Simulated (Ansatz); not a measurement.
Dissociation curve of SiNa (anion, charge -1), lowest triplet found (which spin is the ground state isn't settled by this scan).

Levels: ROCCSD(T) = CCSD(T) on ROHF/aug-cc-pVDZ, frozen core run with Ansatz (a quantum-chemistry and plane-wave program); ROCCSDT(Q) = CCSDT(Q)/B on ROHF/aug-cc-pVDZ, frozen core in Ansatz; ROMP2 = Ansatz with MP2 on ROHF/aug-cc-pVDZ, frozen core.

Total energies in hartree (comparable only within one method and basis):

```
R / Å   ROCCSD(T)  ROCCSDT(Q)       ROMP2
-----  ----------  ----------  ----------
1.99   -450.76487  -450.76707  -450.73101
2.16   -450.80472  -450.80688  -450.77059
2.28   -450.82296  -450.82510  -450.78858
2.41   -450.83621  -450.83835  -450.80145
2.53   -450.84411  -450.84626  -450.80886
2.61   -450.84766  -450.84983  -450.81203
2.73   -450.85111  -450.85329  -450.81480
2.80   -450.85231  -450.85449  -450.81556
2.87   -450.85304  -450.85523  -450.81582
2.99   -450.85343  -450.85565  -450.81537
3.15   -450.85276  -450.85499  -450.81352
3.31   -450.85122  -450.85346  -450.81078
3.46   -450.84932  -450.85157  -450.80780
3.75   -450.84513  -450.84737  -450.80169
4.03   -450.84108  -450.84328  -450.79601
4.45   -450.83568  -450.83781  -450.78854
4.88   -450.83127  -450.83333  -450.78237
5.51   -450.82669  -450.82866  -450.77570
6.04   -450.82410           —  -450.77177
```

A dash means that the run gave no value there, or that the column was ended at a point which the program doubted or which failed a test of continuity chosen for this set; such a test can also cut sound points.

The T1 diagnostic of CCSD on the restricted reference of ROCCSD(T), ROCCSDT(Q), ROMP2 exceeds 0.045 at 1.99 to 6.04 Å. Where the anion isn't bound against loss of the electron, the finite basis alone holds it.
